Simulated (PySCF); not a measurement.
C₃H₇NO₂Si.
SMILES with atom numbers: `[H]/[N:7]=[CH:6]\[SiH2:5][O:4][C:2]([CH3:1])=[O:3]` (hydrogens: H8, H9, H10 on C1; H11, H12 on Si5; H13 on C6; H14 on N7)

Structure used (PBE0-D3(BJ)/def2-SVP), in Å, numbered top down from 1:
```xyz
14
C3H7NO2Si angstrom
C      2.499   -0.174    0.182
C      1.176   -0.578    0.753
O      1.010   -1.207    1.768
O      0.134   -0.172    0.011
Si    -1.421   -0.597    0.601
C     -2.592    0.143   -0.690
N     -3.863    0.075   -0.662
H      2.631   -0.647   -0.802
H      2.519    0.914    0.023
H      3.306   -0.479    0.858
H     -1.674    0.021    1.931
H     -1.587   -2.075    0.653
H     -2.145    0.685   -1.546
H     -4.195   -0.442    0.164
```

Computed at PBE0/pcSseg-1 (PySCF, non-relativistic), with Q(17O) = −0.0256 b, Q(14N) = 0.02044 b: O3, 17O (I = 5/2): χzz = 9.567 MHz, η = 0.207; O4, 17O (I = 5/2): χzz = -8.088 MHz, η = 0.022; N7, 14N (I = 1): χzz = -4.979 MHz, η = 0.563.

(1) Find the zero-field quadrupole resonance frequencies of 17O at O3.

(2) Find the zero-field quadrupole resonance frequencies of 17O at O4.

(3) Find the zero-field quadrupole resonance frequencies of 14N at N7.

## Answers

(1) From the eigenvalues of H = χ/[4I(2I − 1)] × [3Iz² − I(I + 1) + η(Ix² − Iy²)], steps between neighbouring levels, labelled as for η = 0: ±1/2↔±3/2 1.501 MHz, ±3/2↔±5/2 2.846 MHz (carbonyl oxygen).

(2) From the eigenvalues of H = χ/[4I(2I − 1)] × [3Iz² − I(I + 1) + η(Ix² − Iy²)], steps between neighbouring levels, labelled as for η = 0: ±1/2↔±3/2 1.214 MHz, ±3/2↔±5/2 2.426 MHz (oxygen singly bound to a carbonyl carbon).

(3) From ν± = (3/4)|χ|(1 ± η/3) and ν0 = |χ|η/2: ν+ 4.435 MHz, ν− 3.033 MHz, ν0 1.403 MHz (C=N nitrogen).

In a crystal, neighbours and librations shift these lines. Isolated species at its PBE0-D3(BJ)/def2-SVP geometry (one conformer only). These gradients aren't converged with respect to the basis.
